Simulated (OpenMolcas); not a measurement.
Au III: effect of the basis set

```json
{
  "Program": "OpenMolcas",
  "Method": "CASSCF",
  "Active space": "9 electrons in 6 orbitals (5d 6s)",
  "State averaging": "2S+1 = 2 even, 30 roots; 2S+1 = 4 even, 10 roots kept (CI in the orbitals of an earlier block)",
  "Spin-orbit coupling": "RASSI with atomic mean-field integrals over the reference wave functions, term energies averaged over their components"
}
```

A. ANO-R1 [7s5p4d2f], X2C, finite nucleus; cost about 17 core-seconds
B. ANO-RCC-VDZP [7s6p4d2f], DKH2, point nucleus; cost about 25 core-seconds
C. ANO-R2 [8s6p5d3f1g], X2C, finite nucleus; cost of the order of 50 core-seconds
D. ANO-RCC-VTZP [8s7p5d3f1g], DKH2, point nucleus; cost about 27 core-seconds
E. ANO-RCC-VQZP [9s8p6d4f2g1h], DKH2, point nucleus; cost about 50 core-seconds
F. ANO-R3 [9s7p6d4f2g2h], X2C, finite nucleus; cost roughly 23 core-seconds

Energies in cm-1 above 5d9 2D 5/2, the measured ground level; measured values from Iglesias, J. Res. Natl. Bur. Stand. 64A, 481 (1960).

```json
{"Level": "5d9 2D 5/2", "A": "0.0", "B": "0.0", "C": "0.0", "D": "0.0", "E": "0.0", "F": "0.0", "Measured": "0.0"}
{"Level": "5d9 2D 3/2", "A": "13707", "B": "13813", "C": "13043", "D": "13194", "E": "13142", "F": "13255", "Measured": "12694"}
{"Level": "5d8 6s 4F 9/2", "A": "30474", "B": "25490", "C": "25790", "D": "25812", "E": "25328", "F": "24967", "Measured": "29754"}
{"Level": "5d8 6s 4F 7/2 [69 %]", "A": "36228", "B": "31304", "C": "31581", "D": "31556", "E": "31108", "F": "30794", "Measured": "35077"}
{"Level": "5d8 6s 2F 7/2 [67 %]", "A": "47960", "B": "43165", "C": "43284", "D": "43180", "E": "42792", "F": "42575", "Measured": "45740"}
{"Level": "5d8 6s 4P 1/2", "A": "54296", "B": "49519", "C": "49676", "D": "49753", "E": "49261", "F": "48972", "Measured": "49439"}
{"Level": "5d8 6s 2G 9/2", "A": "62525", "B": "57830", "C": "57893", "D": "57924", "E": "57467", "F": "57231", "Measured": "57819"}
{"Level": "5d8 6s 2G 7/2", "A": "62995", "B": "58310", "C": "58364", "D": "58384", "E": "57935", "F": "57709", "Measured": "58585"}
{"Level": "5d8 6s 2P 1/2", "A": "64631", "B": "59914", "C": "60044", "D": "59939", "E": "59566", "F": "59333", "Measured": "58327"}
```

Deviations, from unrounded energies. A percentage is the sum of absolute deviations over the sum of measured energies, with the sign that they share, or ± where signs differ.

```json
{"Against measurement": "mean absolute deviation (cm-1)", "Levels": "8", "A": "3200", "B": "1700", "C": "1600", "D": "1600", "E": "1800", "F": "2000"}
{"Against measurement": "fine structure of the ground term (%)", "Levels": "1", "A": "+8.0", "B": "+8.8", "C": "+2.7", "D": "+3.9", "E": "+3.5", "F": "+4.4"}
{"Against measurement": "other configurations (%)", "Levels": "7", "A": "+7.3", "B": "±3.8", "C": "±3.6", "D": "±3.7", "E": "±4.1", "F": "±4.5"}
```

C, D lie about equally close to measurement and A furthest from it. The largest miss of C in the table is 5d8 6s 4F 9/2, by -4000 cm-1. The ranking rests on the paired levels alone, and a cruder setting can come out closer through cancelling errors.

Among A to F the level of the table that moves most is 5d8 6s 4F 9/2, by 5500 cm-1 (lowest in F, highest in A).

Without dynamic correlation excited terms often stand tens of per cent too high (terms of higher spin than the ground term too low), and those without a measured partner can miss by more than the paired ones. Terms from blocks run as CI alone lack orbitals of their own. A single d shell beside an s shell can misplace configurations of different d count against each other. Computed and measured levels are paired by configuration, term and J; levels that our copy of the source lacks, or whose pairing is in doubt (as where it misses far off the trend of its configuration), stay unpaired and out of the deviations. Levels of configurations outside the active space are missing. Levels that lie high or do not pair safely by name in every column are left out.

A share in square brackets marks a mixed level and gives the weight of the term that names it, the lowest over the columns.
